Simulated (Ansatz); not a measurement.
`[BH2][Zn][SiH2][ZnH]` + `O[SiH2]F` → `[BH2][Zn][SiH3]` + `F[SiH2][O][ZnH]`  (redistribution)

Calculated with Ansatz (gas phase, PBE0-D4/def2-TZVP geometries, no zero-point term in ΔE). CCSD(T)/CBS is the MP2 limit (def2-TZVPP, def2-QZVPP) plus CCSD(T) − MP2 in def2-TZVPP, frozen cores. Functionals use def2-TZVPP. For Zn outer-core shells are correlated without core-valence functions, which leaves a few kJ/mol of doubt a bond. Scalar relativity is left out up to krypton. One conformer a species, not always the lowest.

(1) Is it downhill or uphill in electronic energy at CCSD(T)/CBS, and by how much? (Estimate.)

(2) What do these levels give: r2SCANh-D4, CAM-B3LYP-D4, PBE, LC-ωPBE, HF/def2-SVP, CCSD(T)/def2-TZVPP? (Best estimate.)

Largest T1 diagnostic among the species: 0.015.

Results:

(1) The calculation gave: Downhill: ΔE = -12.1 kcal/mol.

(2) Computed: r2SCANh-D4 -10.5, CAM-B3LYP-D4 -13.5, PBE -7.0, LC-ωPBE -11.7, HF/def2-SVP -18.2, CCSD(T)/def2-TZVPP -12.7 kcal/mol.

Leaving LDA and LC-ωPBE aside and taking each functional with its dispersion term where it has one, the values, not all of them listed here, spread over 6.5 kcal/mol, from CAM-B3LYP-D4 to PBE-D4. In def2-TZVPP, CCSD(T) changes the Hartree–Fock value by +3.6 kcal/mol (the triples alone add +0.7 kcal/mol) and MP2 by +3.0 kcal/mol.
